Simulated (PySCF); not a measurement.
Species: C₆H₈NO (doublet state).
Cartesian coordinates in Å at the GFN2-xTB level; atoms count from 1:
```
atom  x, y, z in Å
C1     2.3928    1.0425   -0.1405
N2     2.3060   -0.2791   -0.6798
C3     1.1940   -0.9231   -0.6825
C4    -0.0913   -0.5583   -0.2157
C5    -1.2666   -1.3481   -0.2646
C6    -2.2827   -0.6415    0.2823
C7    -1.7394    0.6803    0.7096
O8    -0.3670    0.6477    0.3625
H9     1.7315    1.7398   -0.6643
H10    2.1132    1.0691    0.9172
H11    3.4249    1.3773   -0.2472
H12    1.2404   -1.9178   -1.1156
H13   -1.3085   -2.3383   -0.6746
H14   -3.3072   -0.9241    0.4126
H15   -1.8301    0.8542    1.7919
H16   -2.2175    1.5283    0.1974
```

The hyperfine couplings belong to this conformer and change with its torsions.

Identity: `C/N=C\C1=C[CH]CO1` [radical].

Theory: UKS B3LYP, pcH-1 on C H N O, non-relativistic, mean-field spin-orbit, GIAO (PySCF 2.14.0). Isolated species at its GFN2-xTB geometry (one conformer only). The geometry wasn't refined by DFT: couplings that depend on bond lengths, twists or pyramidal angles can differ widely from those at the functional's own minimum. The SCF solution wasn't tested for stability. ⟨S²⟩ is 0.780 where a pure state has 0.75.

Principal values of hyperfine tensors in MHz (contact and dipolar terms together), for some of the nuclei:

```json
{"atom": "H16", "isotope": "1H", "A1": "88.24", "A2": "90.43", "A3": "94.39", "alike by the symmetry of this geometry": "H15"}
{"atom": "H9", "isotope": "1H", "A1": "45.14", "A2": "48.10", "A3": "51.40", "alike by the symmetry of this geometry": "H10"}
{"atom": "C4", "isotope": "13C", "A1": "2.98", "A2": "3.97", "A3": "117.07", "alike by the symmetry of this geometry": "none"}
{"atom": "C6", "isotope": "13C", "A1": "2.04", "A2": "3.97", "A3": "96.68", "alike by the symmetry of this geometry": "none"}
{"atom": "C3", "isotope": "13C", "A1": "-52.77", "A2": "-25.72", "A3": "-19.41", "alike by the symmetry of this geometry": "none"}
{"atom": "C5", "isotope": "13C", "A1": "-54.19", "A2": "-22.18", "A3": "-20.79", "alike by the symmetry of this geometry": "none"}
{"atom": "H14", "isotope": "1H", "A1": "-42.65", "A2": "-27.33", "A3": "-10.87", "alike by the symmetry of this geometry": "none"}
{"atom": "C7", "isotope": "13C", "A1": "-23.28", "A2": "-23.20", "A3": "-21.83", "alike by the symmetry of this geometry": "none"}
```

(1) Give the isotropic coupling of each nucleus in MHz and in mT (g = 2.0038), and the anisotropic part.

(2) What spin density at the nucleus of H16 lies behind its contact coupling (g_N = 5.58569)?

(3) O8 (17O, g_N = -0.75752) isn't in the table. Its spin density at the nucleus is 0.02726 bohr⁻³. What is its contact coupling?

(4) Which nucleus of the table has the largest anisotropic coupling, and what is its form?

(5) What first-order splitting does C4 cause when the field lies along A1, A2 or A3 of its tensor (g taken as isotropic, no quadrupole term)?

Answers

(1) a_iso is a third of the trace, T = A − a_iso, and a(mT) = a(MHz)/(g × 13.996).

```tsv
atom	a_iso (MHz)	a_iso (mT)	T1	T2	T3
H16	91.02	3.245	-2.78	-0.59	3.37
H9	48.22	1.719	-3.07	-0.12	3.19
C4	41.34	1.474	-38.36	-37.37	75.73
C6	34.23	1.220	-32.19	-30.26	62.45
C3	-32.63	-1.164	-20.14	6.91	13.23
C5	-32.39	-1.155	-21.80	10.21	11.59
H14	-26.95	-0.961	-15.70	-0.38	16.08
C7	-22.77	-0.812	-0.51	-0.43	0.94
```

(2) a_FC = (2μ0/3) gₑ μB g_N μN ρ(0)/(2S·h) = 800.24 MHz × g_N × ρ(0)/(2S), with ρ in bohr⁻³. With a_FC = 91.02 MHz and 2S = 1, ρ(0) = 0.02036 bohr⁻³. In magnitude that is 6.4 % of the 1/π = 0.318 of a free hydrogen atom.

(3) By the same relation, a_FC = -16.52 MHz. Its full tensor has the principal values -63.26, 5.65, 8.04 MHz.

(4) C4: -38.4, -37.4, 75.7 MHz, axial, in the ratio −1:−1:+2, the form that spin in one p orbital centred on that nucleus gives.

(5) 2 lines (I = 1/2), spaced by |A_i|/(g × 13.996): 0.11, 0.14, 4.17 mT along the axes of A1, A2 and A3.
